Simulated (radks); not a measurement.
Results of a calculation; reference values are marked as such.
These are the eigenvalues of the occupied orbitals of an atom or ion with whole-number occupations (hartree). Level of theory: Dirac Kohn-Sham, exchange-only PBE, spin-unpolarised, spherical densities, finite nucleus; Fermi nuclear charge, rms radius of each element as measured or else 0.836 A^(1/3) + 0.57 fm (a radial shooting solver on a logarithmic mesh with Libxc functionals).

orbital  eigenvalue
1s1/2     -1942.935

Which element is it, and in what charge state? The configuration may be excited. Open shells, if any, fill j = l - 1/2 first.

Answer. Z = 61, promethium, charge +60: Pm60+ in 1s1. The 1s level, -1942.9 hartree, gives Z - s = 62.3 by -(Z - s)^2/2, which with screening and relativity narrows Z to a few neighbours, and the depths must fix Z and the occupations together.
